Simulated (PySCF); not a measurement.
# How methods differ on the excitation energy of Mg

Mg [Ne] 3s2 (1S) → Mg [Ne] 3p2 (3P), as a difference of total energies. Computed with PySCF 2.14 in dyall-acv3z (20s13p7d4f, 122 functions), with the spin-free X2C one-electron Hamiltonian (Gaussian nucleus). Correlated levels: valence: [Ne] frozen; valence and next inner shell: 1s2 frozen; virtual orbitals above 40 to 60 times the deepest correlated orbital energy dropped. The calculations carry no spin-orbit coupling.

```csv
method,excitation energy (cm⁻¹)
UHF,50807
LDA,52804
PBE0,51916
r2SCAN,49852
wB97M-V,56981
wB97X-V,55948
CAM-B3LYP,56781
MP2 (valence),54982
MP2 (valence and next inner shell),56764
SCS-MP2 (valence and next inner shell),58151
```

Task: Estimate what PBE gives.

Result: 50958 cm⁻¹, closest to UHF among the rows shown.

Task: Estimate what SCS-MP2 (valence) gives.

Result: 56779 cm⁻¹, closest to CAM-B3LYP among the rows shown.

Errors of the correlated levels include the incompleteness of this basis and the frozen core.

For comparison: 57854 cm⁻¹ (measured; NIST levels, between the centres of gravity of the two terms).
